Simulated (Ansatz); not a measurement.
A structure relaxed at PBE0-D4/def2-TZVP, charge 0, multiplicity 1:

```tsv
atom	x (Å)	y (Å)	z (Å)
N1	-0.0305	2.0350	-0.1344
B2	0.1704	0.6568	-0.2833
S3	1.2948	-0.0504	-1.5569
O4	-0.4961	-0.1980	0.5481
Si5	-0.5740	-1.8127	0.8341
H6	-0.6513	2.3906	0.5719
H7	0.4075	2.7373	-0.6993
H8	1.7036	1.1191	-2.0705
H9	0.0767	-2.1037	2.1357
H10	0.1037	-2.5769	-0.2445
H11	-2.0048	-2.1974	0.8991
```

Q: Give its formula and SMILES.

A: BH6NOSSi, `NB(S)O[SiH3]`.

Q: Summarise the bond lengths by kind.

A: 1 × B–N 1.401 Å; 2 × H–N 1.002 to 1.005 Å; 1 × B–S 1.840 Å; 1 × B–O 1.366 Å; 1 × H–S 1.341 Å; 1 × O–Si 1.642 Å; 3 × H–Si 1.483 to 1.485 Å.

Results of the Gaussian-basis code of Ansatz.
